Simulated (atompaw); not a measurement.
**What one change does to a pseudopotential (N, PAW (atompaw))**

- Element: N (Z = 7)
- Generator: atompaw 4.2.0.5
- Type: PAW
- Functional: PBE
- Relativity: scalar-relativistic
- Frozen core: [He]
- Valence charge: 5
- Reference configuration: 2s2 2p1.5 (charge +1.5)
- Partial waves: 2s (bound): rc 1.85 bohr; 2s channel at -0.8 Ry: rc 1.85 bohr; 2p (bound): rc 1.85 bohr; 2p channel at -1.25 Ry: rc 1.85 bohr; 3d channel at 0.25 Ry: rc 1.75 bohr; 3d channel at 1.15 Ry: rc 1.85 bohr
- Local potential: troulliermartins scheme with l = 3 at -0.5 Ry, radius 1.85 bohr
- Core correction: smooth core density matched at 1.10 bohr
- Augmentation charge: besselshape compensation charge, radius 1.80 bohr; PAW radius 1.85 bohr; waves and projectors: custom polynom2 7 10 vanderbiltortho

Change: all radii scaled by about 0.87 (s 1.60, p 1.60, d 1.52 bohr); local potential troulliermartins scheme with l = 3 at -0.5 Ry, radius 1.60 bohr; augmentation besselshape compensation charge, radius 1.56 bohr; PAW radius 1.60 bohr; waves and projectors: custom polynom2 7 10 vanderbiltortho; core correction smooth core density matched at 0.96 bohr.

Cutoffs: the cutoffs (Ry, on a coarse ladder) from which the occupation-weighted sum of valence levels, in a spherical-Bessel basis at the reference potential, stays within 10 and 1 mRy of its value at 400 Ry; they do not see the model core or the augmentation charge, which bear on the density cutoff.

What does the change do?

The potential gets harder (18 Ry and 21 Ry → 21 Ry and 25 Ry); neither file shows a bound ghost. A smaller radius makes the pseudo-wave follow the all-electron one further in, where it bends more sharply, so more plane waves are needed.

```tsv
quantity	base	changed
cutoff, loose	18 Ry	21 Ry
cutoff, tight	21 Ry	25 Ry
loose cutoff by channel (10 mRy a level)	s 12 Ry, p 15 Ry	s 12 Ry, p 18 Ry
bound ghosts	none	none
lowest overlap eigenvalue by channel	s 0.68, p 0.95, d 0.95	s 0.61, p 0.94, d 0.80
```

 The cutoffs see the waves, projectors and local potential, not the compensation charge or the core.
